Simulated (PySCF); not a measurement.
Compound: C₄H₁₃ClSi₃.
Structure used (GFN2-xTB), in Å, numbered top down from 1:
```xyz
21
C4H13ClSi3 angstrom
Si    -3.161    0.764    1.667
C     -2.122   -0.119    0.346
Si    -0.842    0.967   -0.548
C      0.049   -0.089   -1.834
C      1.058   -0.935   -1.630
Si     1.935   -1.298   -0.007
C      3.271    0.046    0.277
Cl     4.401    0.054   -1.104
H     -4.088   -0.193    2.282
H     -2.284    1.315    2.702
H     -3.933    1.845    1.049
H     -1.604   -0.960    0.809
H     -2.793   -0.555   -0.395
H      0.110    1.533    0.418
H     -1.513    2.062   -1.264
H     -0.329    0.005   -2.849
H      1.445   -1.480   -2.487
H      2.615   -2.594   -0.102
H      1.055   -1.265    1.167
H      3.870   -0.133    1.166
H      2.850    1.047    0.336
```

Computed at PBE0/pcSseg-1 (PySCF, non-relativistic), with Q(35Cl) = −0.0817 b: Cl8, 35Cl (I = 3/2): χzz = -77.71 MHz, η = 0.024.

Find the zero-field quadrupole resonance frequencies of 35Cl at Cl8.

From ν = (|χ|/2)√(1 + η²/3): ν = 38.86 MHz (alkyl chlorine). For 37Cl the ratio of quadrupole moments, 0.7881, gives 30.62 MHz.

Apply the simplest Townes–Dailey estimate (no s hybridisation, no π bonding), ionic character = 1 − χzz/χ0, where χ0 is the coupling for one missing p electron along the bond: −109.74 MHz for 35Cl.

Cl8 on C7: 1 − (-77.71)/(-109.74) = 0.29. In this model a purely covalent bond gives χ0 and a free halide ion gives zero; s hybridisation or π bonding, where present, is counted here as ionic character.

In a crystal, neighbours and librations shift these lines. Isolated species at its GFN2-xTB geometry (one conformer only). GFN2-xTB bond lengths can be off by several hundredths of an ångström, more for odd bonds, and the gradients follow them. These gradients aren't converged with respect to the basis.
